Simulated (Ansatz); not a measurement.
Basis-set extrapolation for `C#CC[SiH2]F` (PBE0-D4/def2-TZVP geometry, frozen core, Ansatz). Multiplicity 1, RHF reference.

|  | def2-TZVPP | def2-QZVPP |
| --- | --- | --- |
| HF | -504.995065 | -505.014154 |
| MP2 correlation | -0.842549 | -0.906726 |
| CCSD(T) correlation | -0.910143 | not run |

Energies in hartree. Use E(X) = E(∞) + A·exp(−7.88·√X) for Hartree–Fock and E(X) = E(∞) + B·X^(−2.97) for correlation, with X = 3 and 4, and add CCSD(T) minus MP2 of the smaller set to the MP2 limit.

Question: What is the CCSD(T) energy at the basis-set limit?

Answer: HF limit: -505.014154 + (-0.019089) × 0.13774 = -505.01678. MP2 limit: -0.906726 + (-0.064177) × 0.74074 = -0.95426. Higher-order term: -0.910143 − (-0.842549) = -0.06759. Total: -506.03863 hartree, 350.3 kJ/mol below CCSD(T)/def2-TZVPP.
